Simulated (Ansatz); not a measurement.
Geometry optimisation, RKS PBE0/cc-pVDZ (Ansatz).

The input (input.yaml):

```yaml
crystal:
  periodic: [false, false, false]
  atoms:
    - { symbol: "N", position_ang: [-0.35177, 1.47853, -0.72175] }
    - { symbol: B, position_ang: [0.36789, 0.34837, -0.31872] }
    - { symbol: O, position_ang: [1.66489, 0.32102, -0.7589] }
    - { symbol: Si, position_ang: [-0.47129, -1.06317, 0.77501] }
    - { symbol: H, position_ang: [0.06447, 2.19853, -1.28873] }
    - { symbol: H, position_ang: [-1.31076, 1.65895, -0.4883] }
    - { symbol: H, position_ang: [2.18511, -0.43562, -0.49739] }
    - { symbol: H, position_ang: [-1.103, -2.13222, -0.01826] }
    - { symbol: H, position_ang: [-1.53227, -0.59207, 1.67906] }
    - { symbol: H, position_ang: [0.48674, -1.78232, 1.63799] }
basis:
  gaussian: { orbitals: cc-pVDZ }
hamiltonian:
  xc: pbe0
relax:
  f_tol: 0.015
  max_steps: 40
```

Command:

```bash
$ ansatz run input.yaml --threads 1 --pin off --max-ram 2048MiB --backend cpu --events-out ev --progress --plain --runs-dir out
```

Where does it end, and by what steps?

The forces met the threshold. The force dipped under the threshold on the way, but the program's further checks kept it going. After 18 steps the energy has fallen by 0.098 eV; H10 moved furthest, 0.48 Å.

| step | energy less start (eV) | largest force component (eV/Å) | accepted |
| --- | --- | --- | --- |
| 0 | 0.0000 | 0.705 | yes |
| 1 | -0.0786 | 0.225 | yes |
| 2 | -0.0889 | 0.104 | yes |
| 3 | -0.0897 | 0.072 | yes |
| 4 | -0.0905 | 0.122 | yes |
| 5 | -0.0929 | 0.040 | yes |
| 6 | -0.0939 | 0.025 | yes |
| 7 | -0.0912 | 0.196 | no |
| 8 | -0.0939 | 0.082 | yes |
| 9 | -0.0956 | 0.040 | yes |
| 10 | -0.0930 | 0.147 | no |
| 11 | -0.0963 | 0.030 | yes |
| 12 | -0.0966 | 0.054 | yes |
| 13 | -0.0969 | 0.049 | yes |
| 14 | -0.0972 | 0.028 | yes |
| 15 | -0.0974 | 0.003 | yes |
| 16 | -0.0976 | 0.010 | yes |
| 17 | -0.0976 | 0.032 | yes |
| 18 | -0.0977 | 0.011 | yes |

```xyz
10
Properties=species:S:1:pos:R:3
N -0.304 1.556 -0.603
B 0.379 0.354 -0.376
O 1.617 0.212 -0.968
Si -0.478 -1.085 0.789
H 0.086 2.296 -1.176
H -1.213 1.760 -0.217
H 2.026 -0.635 -0.767
H -0.694 -2.363 0.023
H -1.813 -0.655 1.331
H 0.393 -1.441 1.964
```

Whether the end is a true minimum wasn't checked by a vibrational analysis.

The run took 82 s on 1 thread of Arm Neoverse V1, with other jobs on the host, peak memory 0.17 GiB.
